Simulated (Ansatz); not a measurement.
Born–Oppenheimer molecular dynamics of ClGaH2 (4 atoms, charge 0, multiplicity 1). It starts at the highest image of a converged band, a first-order saddle point between two minima.

Method: UKS r2SCAN-D4/def2-SVP in Ansatz 0.2.0.

```yaml
ensemble: NVE (velocity Verlet)
time_step: 0.5 fs
steps_asked: 200
starting_velocities_drawn_for: 300 K
seed: 10282
```

Frames 5 fs apart, positions in Å.

Velocities at 25 fs (Å/ps):

```
Ga -2.97 1.46 -0.67
Cl 4.41 -2.57 0.83
H 27.68 -4.67 11.31
H 22.72 -5.91 5.59
```

```xyz
4
Properties=species:S:1:pos:R:3 time_fs=25 energy_less_start_eV=-0.091 T=653
Ga -0.787 0.442 -0.284
Cl 1.610 -0.791 0.180
H 1.086 -0.504 -0.980
H -1.396 0.241 1.260
4
Properties=species:S:1:pos:R:3 time_fs=30 energy_less_start_eV=-0.132 T=809
Ga -0.803 0.450 -0.287
Cl 1.635 -0.805 0.187
H 1.201 -0.503 -1.011
H -1.269 0.214 1.278
4
Properties=species:S:1:pos:R:3 time_fs=35 energy_less_start_eV=-0.142 T=848
Ga -0.820 0.458 -0.291
Cl 1.661 -0.821 0.194
H 1.323 -0.495 -1.051
H -1.137 0.193 1.304
4
Properties=species:S:1:pos:R:3 time_fs=40 energy_less_start_eV=-0.148 T=872
Ga -0.838 0.466 -0.294
Cl 1.688 -0.837 0.199
H 1.488 -0.509 -1.003
H -1.024 0.181 1.344
4
Properties=species:S:1:pos:R:3 time_fs=45 energy_less_start_eV=-0.152 T=887
Ga -0.856 0.474 -0.297
Cl 1.717 -0.854 0.207
H 1.662 -0.504 -1.077
H -0.940 0.189 1.357
4
Properties=species:S:1:pos:R:3 time_fs=50 energy_less_start_eV=-0.182 T=1006
Ga -0.874 0.483 -0.300
Cl 1.745 -0.869 0.210
H 1.870 -0.554 -1.004
H -0.894 0.222 1.337
4
Properties=species:S:1:pos:R:3 time_fs=55 energy_less_start_eV=-0.197 T=1064
Ga -0.892 0.491 -0.301
Cl 1.773 -0.885 0.214
H 2.119 -0.596 -1.029
H -0.886 0.266 1.335
4
Properties=species:S:1:pos:R:3 time_fs=60 energy_less_start_eV=-0.219 T=1146
Ga -0.909 0.499 -0.303
Cl 1.802 -0.900 0.214
H 2.337 -0.680 -0.929
H -0.905 0.312 1.367
4
Properties=species:S:1:pos:R:3 time_fs=65 energy_less_start_eV=-0.201 T=1077
Ga -0.926 0.506 -0.305
Cl 1.829 -0.914 0.214
H 2.572 -0.771 -0.841
H -0.935 0.359 1.383
4
Properties=species:S:1:pos:R:3 time_fs=70 energy_less_start_eV=-0.172 T=965
Ga -0.943 0.514 -0.306
Cl 1.857 -0.927 0.214
H 2.756 -0.864 -0.731
H -0.963 0.401 1.362
4
Properties=species:S:1:pos:R:3 time_fs=75 energy_less_start_eV=-0.139 T=838
Ga -0.959 0.522 -0.308
Cl 1.886 -0.940 0.213
H 2.879 -0.958 -0.580
H -0.980 0.429 1.348
4
Properties=species:S:1:pos:R:3 time_fs=80 energy_less_start_eV=-0.104 T=701
Ga -0.975 0.529 -0.310
Cl 1.913 -0.954 0.214
H 3.026 -1.040 -0.495
H -0.981 0.443 1.370
```

Of the whole run (100 fs, mean temperature of the second half 833 K): The conserved energy stayed within 0.069 meV per atom of its start (net change 0.001 meV per atom), so the integration is sound. The kinetic energy rose, since the run started high on the potential surface and went downhill. It ends in pieces (ClH + GaH), so much of that is their flight and rotation, not heat. A run of 0.1 ps of so small a system gives no equilibrium averages. The orbitals were unrestricted but ended closed-shell.

Run time: 3.4 min on 2 threads of Intel(R) Xeon(R) 6975P-C (Granite Rapids), on a shared host, peak memory 0.17 GiB.
